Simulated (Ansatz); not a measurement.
`[NH2][Nb](=[O])([OH])[Cl]` and `[NH2][Nb](=[O])([Cl])[Cl]` differ in one atom or group.

Ansatz, PBE0-D4/def2-TZVP geometries, multiplicity 1. Each molecule was computed in one conformer, which needn't be the lowest.

Elements past krypton have def2 core potentials.

| property | `[NH2][Nb](=[O])([OH])[Cl]` |
| --- | --- |
| HOMO energy (ωB97M-V/def2-TZVPP) / eV | -10.75 |
| size of the dipole moment (B3LYP/def2-TZVPP) / D | 4.53 |
| ideal-gas entropy at 298 K and 1 bar (rigid rotor, harmonic PBE0-D4/def2-TZVP) / J/(mol·K) | 364 |
| LUMO energy (PBE/def2-TZVPP) / eV | -2.47 |
| HOMO–LUMO gap (PBE/def2-TZVPP) / eV | 4.60 |
| size of the dipole moment (ωB97M-V/def2-TZVPP) / D | 4.52 |

(1) What does the change do to each property? (Best estimate.)

## Answers

(1) Computed: 
```
                                                                                  property  `[NH2][Nb](=[O])([Cl])[Cl]`  shift
                                                     HOMO energy (ωB97M-V/def2-TZVPP) / eV                       -11.03  -0.28
                                          size of the dipole moment (B3LYP/def2-TZVPP) / D                         3.49  -1.04
ideal-gas entropy at 298 K and 1 bar (rigid rotor, harmonic PBE0-D4/def2-TZVP) / J/(mol·K)                          364      0
                                                         LUMO energy (PBE/def2-TZVPP) / eV                        -3.19  -0.72
                                                       HOMO–LUMO gap (PBE/def2-TZVPP) / eV                         4.23  -0.37
                                        size of the dipole moment (ωB97M-V/def2-TZVPP) / D                         3.48  -1.04
```

With PBE0 the HOMO falls by 0.32 eV and the LUMO falls by 0.77 eV, so the gap narrows by about 0.45 eV. PBE moves the HOMO by -0.35 eV and ωB97M-V by -0.28 eV. The zero-point energy changes by -29.5 kJ/mol with -3 modes. Dipoles are sizes alone; their direction can turn.

B3LYP here is the variant with VWN-RPA as its local correlation; programs differ in this.
